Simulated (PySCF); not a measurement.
Species: H₈P₄Si.
SMILES: `P[Si](P)(P)P`

Torsions of this conformer, `[PH2:1][Si:2]([PH2:3])([PH2:4])[PH2:5]`: H–P1–Si2–P3 -75°, H–P1–Si2–P3 -169°, H–P3–Si2–P1 -71°, H–P3–Si2–P1 -165°, H–P4–Si2–P1 -76°, H–P4–Si2–P1 -170°, H–P5–Si2–P1 49°, H–P5–Si2–P1 -45°.

The closed-shell ground state was solved at several levels (PySCF, density fitting, gas phase, non-relativistic). Geometry: PBE0-D3(BJ)/def2-SVP; no solvent, vibrations or thermal averaging.

| level | basis functions | total energy (Eh) | HOMO (eV) | LUMO (eV) | gap (eV) | dipole (D) |
| --- | --- | --- | --- | --- | --- | --- |
| PBE0/6-311+G(2d,p) | 223 | -1659.1469 | -7.14 | -0.85 | 6.29 | 1.08 |
| wB97X-D/pcSseg-1 | 160 | -1659.6506 | -9.00 | 0.93 | 9.93 | 1.48 |
| PBE0/STO-3G | 53 | -1640.3178 | -3.90 | 4.40 | 8.30 | 1.16 |
| BHandHLYP/pcSseg-1 | 160 | -1659.6348 | -8.12 | 0.21 | 8.33 | 1.34 |
| LC-wPBE/pcSseg-1 | 160 | -1659.1609 | -9.75 | 1.37 | 11.12 | 1.57 |
| PBE0/cc-pVDZ | 130 | -1659.0973 | -7.04 | -0.45 | 6.59 | 1.19 |
| PBE0/pcSseg-0 | 81 | -1657.0932 | -7.34 | -0.65 | 6.69 | 2.26 |
| CAM-B3LYP/pcSseg-1 | 160 | -1659.6915 | -8.39 | 0.35 | 8.74 | 1.36 |
| PBE0/def2-SVP | 130 | -1658.5769 | -7.10 | -0.37 | 6.73 | 1.33 |

(1) Estimate the row for PBE0/IGLO-III, a basis of 300 functions; the other rows only guide the guess.

(2) Over all these levels, which gives the widest orbital gap and which the narrowest?

(3) How much does the basis alone move the frontier levels among the 6 PBE0 rows (the withheld one included)?

(4) How far do the dipole and the HOMO energy spread over the levels?

## Answers

(1) Total energy -1659.1452 Eh, HOMO -7.06 eV, LUMO -0.56 eV, gap 6.50 eV, dipole 0.95 D.

(2) LC-wPBE/pcSseg-1 (range-separated hybrid) has the widest, 11.12 eV, and PBE0/6-311+G(2d,p) (global hybrid, 25 % exact exchange) the narrowest, 6.29 eV. Functional and basis both differ between the two, so the spread mixes both effects.

(3) The HOMO by 3.44 eV and the LUMO by 5.25 eV. By rising basis size (HOMO, LUMO in eV): STO-3G -3.90, 4.40; pcSseg-0 -7.34, -0.65; cc-pVDZ -7.04, -0.45; def2-SVP -7.10, -0.37; 6-311+G(2d,p) -7.14, -0.85; IGLO-III -7.06, -0.56.

(4) The dipole runs from 0.95 to 2.26 D (mean 1.37 D) and the HOMO from -9.75 to -3.90 eV.

Note: wB97X-D ran without an empirical dispersion term, which enters the total energy and its gradient alone.
